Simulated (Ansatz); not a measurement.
`N[SiH](F)P` + H₂ → `F[SiH2]P` + NH₃ at 500 K and 1 bar (hydrogenolysis of the Si–N bond).

Calculated with Ansatz (gas phase, PBE0-D4/def2-TZVP geometries, no zero-point term in ΔE). CCSD(T)/CBS is the MP2 limit (def2-TZVPP, def2-QZVPP) plus CCSD(T) − MP2 in def2-TZVPP, frozen cores. This one scheme is used for every species. One conformer a species, not always the lowest.

| species | CCSD(T)/CBS energy (Eh) | H − E (kJ/mol) | S (J/(mol·K)) |
| --- | --- | --- | --- |
| `N[SiH](F)P` | -787.62490 | 191.5 | 393.6 |
| H₂ | -1.17544 | 41.0 | 145.5 |
| `F[SiH2]P` | -732.27050 | 132.8 | 348.5 |
| NH₃ | -56.50880 | 108.2 | 211.8 |

H − E and S are ideal-gas, rigid-rotor, harmonic terms from PBE0-D4/def2-TZVP, for one conformer and one mirror image of each species. The MP2-based limit puts H₂ 0.8 mEh under its directly extrapolated value; such offsets cancel only in part. 1 Eh = 2625.50 kJ/mol, R = 8.31446 J/(mol·K).

Problem. By hand: ΔE, ΔH, ΔS and ΔG.

Solution. ΔE = (-732.27050) + (-56.50880) − (-787.62490) − (-1.17544) = 0.02104 Eh = 55.2 kJ/mol. Δ(H − E) = 132.8 + 108.2 − 191.5 − 41.0 = 8.5, so ΔH = 63.7 kJ/mol. ΔS = 348.5 + 211.8 − 393.6 − 145.5 = 21.2 J/(mol·K). ΔG = 63.7 − 500 × (21.2)/1000 = 53.1 kJ/mol.

Problem. By hand: the equilibrium constant, and the temperature at which ΔG would vanish if ΔH and ΔS stayed fixed.

Solution. log₁₀ K = −ΔG/(RT ln 10) = -5.5. ΔG = 0 at ΔH/ΔS = 3005 K, far beyond where these terms or the molecules hold.

ΔH outweighs TΔS. A doubt of 5 kJ/mol in ΔE shifts log₁₀ K by 0.5 here. Other conformers and mirror images would add mixing entropy, several J/(mol·K) or more a flexible species. These are equilibria of isolated gas molecules and say nothing of rates. Largest T1 diagnostic: 0.013 (customary marks: 0.02 for closed shells, 0.045 for open ones).
